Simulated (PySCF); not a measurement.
Simulated absorption spectrum

Species: C2H10N2Si.
InChI=1S/C2H10N2Si/c1-5(2,3)4/h3-4H2,1-2H3

Method: PySCF 2.14.0, density-fitted response routines, TDDFT CAM-B3LYP/def2-SVPD, vertical, gas phase, core orbitals frozen in the response. The structure is a single GFN2-xTB conformer in the gas phase; no vibrational or solvent corrections. Torsions of this conformer, `[CH3:1][Si:2]([CH3:3])([NH2:4])[NH2:5]`: H–N4–Si2–C1 -72°, H–N4–Si2–C1 64°, H–N5–Si2–C1 -173°, H–N5–Si2–C1 52°.

Computed states:

```json
{"state": "S1", "E (eV)": "6.51", "f": "0.086"}
{"state": "S2", "E (eV)": "6.58", "f": "0.032"}
{"state": "S3", "E (eV)": "7.60", "f": "0.0048"}
{"state": "S4", "E (eV)": "7.75", "f": "0.0017"}
{"state": "S5", "E (eV)": "8.05", "f": "0.011"}
{"state": "S6", "E (eV)": "8.07", "f": "0.0022"}
{"state": "S7", "E (eV)": "8.27", "f": "0.032"}
{"state": "S8", "E (eV)": "8.30", "f": "0.048"}
```

Each state is given a Gaussian of 0.25 eV full width at half maximum, with ε(max) = 2.175×10⁸ f / Δν̃ (Δν̃ the width in cm⁻¹). The width is an assumption, not a result. The curve ends short of the highest state used, and states not computed would add to its high-energy end.

Problem. What does the envelope look like, and where are its maxima?

Solution. 
E (eV), ε (L mol⁻¹ cm⁻¹) and a bar:
```
     6.14         22 
     6.16         41 
     6.19        101 
     6.22        230 #
     6.25        482 #
     6.28        937 ##
     6.31       1685 ####
     6.33       2387 ######
     6.36       3774 #########
     6.39       5527 ##############
     6.42       7502 ###################
     6.45       9442 #######################
     6.48      11026 ###########################
     6.50      11732 #############################
     6.53      12110 ##############################
     6.56      11618 #############################
     6.59      10365 ##########################
     6.62       8605 #####################
     6.65       6650 ################
     6.68       4786 ############
     6.70       3695 #########
     6.73       2362 ######
     6.76       1407 ###
     6.79        780 ##
     6.82        403 #
     6.85        193 
     6.87        114 
     6.90         48 
     6.93         19 
     6.96          7 
     6.99          2 
     7.02          1 
     7.04          0 
     7.07          0 
     7.10          0 
     7.13          0 
     7.16          0 
     7.19          0 
     7.22          1 
     7.24          2 
     7.27          5 
     7.30         11 
     7.33         23 
     7.36         44 
     7.39         80 
     7.41        113 
     7.44        179 
     7.47        262 #
     7.50        356 #
     7.53        449 #
     7.56        527 #
     7.59        577 #
     7.61        592 #
     7.64        585 #
     7.67        548 #
     7.70        492 #
```

Maxima: 190 nm (6.53 eV), ε about 12000, made up of S1 (75%) and S2 (25%); 163 nm (7.62 eV), ε about 590, made up of S3 (85%) and S4 (15%) (ε in L mol⁻¹ cm⁻¹; maxima over ε = 5, shares over 10%).

Problem. On this curve, what absorbance would a 10⁻⁵ mol/L sample give at 193 nm over a 1 cm path?

Solution. 193 nm is 6.424 eV, where ε is about 7800 L mol⁻¹ cm⁻¹, so A = ε c l ≈ 0.078 (Beer–Lambert, with the gas-phase spectrum and the assumed width).

Problem. Does any computed singlet lie in the visible range?

Solution. No computed singlet lies in the visible range (380 to 750 nm); the lowest, at 190 nm, stands 3.25 eV above its violet end (3.26 eV).

Problem. What would ε be at 6.53 eV, the highest of these maxima, with half the width (0.125 eV)?

Solution. About 21500 L mol⁻¹ cm⁻¹ against 12100, a factor of about 1.8; a lone state at its own centre would give exactly 2.
